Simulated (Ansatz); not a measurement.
Geometry optimisation, RKS B3LYP/cc-pVDZ in Ansatz.

Input file:

```yaml
crystal:
  periodic: [false, false, false]
  atoms:
    - { symbol: B, position_ang: [-1.6422, 0.5546, -1.0269] }
    - { symbol: B, position_ang: [-0.1102, 0.2602, -0.6846] }
    - { symbol: C, position_ang: [0.2535, -0.315, 0.7059] }
    - { symbol: C, position_ang: [1.6292, -0.5838, 1.0229] }
    - { symbol: H, position_ang: [-1.975, 1.0286, -2.1158] }
    - { symbol: H, position_ang: [-2.5341, 0.4201, -0.2362] }
    - { symbol: H, position_ang: [0.7505, 0.4671, -1.4967] }
    - { symbol: H, position_ang: [-0.4534, -0.4775, 1.449] }
    - { symbol: H, position_ang: [2.363, -0.4119, 0.3567] }
    - { symbol: H, position_ang: [1.8017, -0.9936, 2.0286] }
basis:
  gaussian: { orbitals: cc-pVDZ }
hamiltonian:
  xc: b3lyp
relax:
  f_tol: 0.015
  max_steps: 40
output:
  orbitals: {}
```

Run as:

```bash
$ ansatz run input.yaml --threads 1 --pin off --max-ram 2048MiB --backend cpu --events-out ev --progress --plain --runs-dir out
```

**Question.** Where does it end, and by what steps?

**Answer.** The run converged. After 14 steps the energy has fallen by 1.130 eV; H6 moved furthest, 1.28 Å.

| step | energy less start (eV) | largest force component (eV/Å) | accepted |
| --- | --- | --- | --- |
| 0 | 0.0000 | 6.861 | yes |
| 1 | -0.5692 | 2.120 | yes |
| 2 | -0.6367 | 1.027 | yes |
| 3 | -0.6675 | 0.499 | yes |
| 4 | -0.7336 | 0.404 | yes |
| 5 | -0.8153 | 0.508 | yes |
| 6 | -0.9256 | 0.604 | yes |
| 7 | -1.0319 | 0.401 | yes |
| 8 | -1.0989 | 0.218 | yes |
| 9 | -1.1273 | 0.105 | yes |
| 10 | -1.1286 | 0.075 | yes |
| 11 | -1.1285 | 0.178 | no |
| 12 | -1.1295 | 0.037 | yes |
| 13 | -1.1300 | 0.021 | yes |
| 14 | -1.1301 | 0.007 | yes |

```xyz
10
Properties=species:S:1:pos:R:3
B -1.698 0.647 -1.061
B -0.166 0.359 -0.511
C 0.297 -0.498 0.697
C 1.602 -0.631 1.014
H -2.222 -0.040 -1.911
H -2.349 1.601 -0.694
H 0.722 0.899 -1.148
H -0.427 -1.024 1.332
H 2.377 -0.132 0.423
H 1.947 -1.233 1.862
```

Time of the run: 62 s on 1 CPU thread of a shared host.
